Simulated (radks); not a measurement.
All-electron atom: the tantalum ion Ta11+ in [Kr] 4d10 4f13 5s2 5p1.

Method: Dirac Kohn-Sham, PBE, spin-unpolarised, spherical densities, point nucleus; open shells are shared between the two j in proportion to 2j + 1; computed with a radial shooting solver on a logarithmic mesh with Libxc functionals.

Energy parts (eV):
total: -424170.01
kinetic: 476374.15
electron-nucleus: -1045755.28
Hartree: 153659.20
exchange-correlation: -8448.08

Orbitals (lengths in bohr, moments of r in powers of bohr; <r^-3> diverges for s and p1/2; r(max) is where P^2 peaks):
| orbital | occ. | eigenvalue (eV) | <1/r> | <r^-3> | r(max) |
|---|---|---|---|---|---|
| 1s1/2 | 2 | -67482.99 | 85.48 | - | 0.01167 |
| 2s1/2 | 2 | -11752.19 | 20.76 | - | 0.06703 |
| 2p1/2 | 2 | -11239.62 | 20.72 | - | 0.04992 |
| 2p3/2 | 4 | -9969.001 | 17.50 | 15580 | 0.05665 |
| 3s1/2 | 2 | -2844.246 | 7.617 | - | 0.1888 |
| 3p1/2 | 2 | -2616.681 | 7.531 | - | 0.1769 |
| 3p3/2 | 4 | -2343.007 | 6.701 | 3505 | 0.1908 |
| 3d3/2 | 4 | -1959.377 | 6.593 | 604.7 | 0.1496 |
| 3d5/2 | 6 | -1899.747 | 6.396 | 516.8 | 0.1535 |
| 4s1/2 | 2 | -735.3361 | 3.202 | - | 0.4290 |
| 4p1/2 | 2 | -641.4121 | 3.093 | - | 0.4290 |
| 4p3/2 | 4 | -578.0475 | 2.806 | 812.7 | 0.4581 |
| 4d3/2 | 4 | -423.5865 | 2.596 | 123.1 | 0.4553 |
| 4d5/2 | 6 | -411.8415 | 2.528 | 103.1 | 0.4645 |
| 5s1/2 | 2 | -249.6475 | 1.352 | - | 0.9471 |
| 5p1/2 | 0.333333 | -218.3072 | 1.261 | - | 0.9968 |
| 4f5/2 | 5.57143 | -217.9054 | 2.123 | 19.50 | 0.4331 |
| 4f7/2 | 7.42857 | -215.7101 | 2.098 | 18.68 | 0.4377 |
| 5p3/2 | 0.666667 | -205.5426 | 1.177 | 166.5 | 1.059 |

The highest occupied level is 5p3/2 at -205.54 eV. The density falls to 0.001 e/bohr^3 at r = 2.18 bohr. For comparison, the ionisation energy in NIST's Atomic Spectra Database is 235 eV (theoretical). In exact Kohn-Sham theory the highest level is minus the ionisation energy, but local and semilocal functionals leave it too shallow, through self-interaction and a potential that decays too fast; potentials with the right tail come closer. Summed over all electrons, <r^2> = 15.06 bohr^2, which gives a Langevin (diamagnetic) susceptibility term of -11.9 x 10^-6 cm^3/mol.

Beside tabulated values, note that spin-unpolarised runs miss the spin-polarisation part of the exchange energy of open shells.
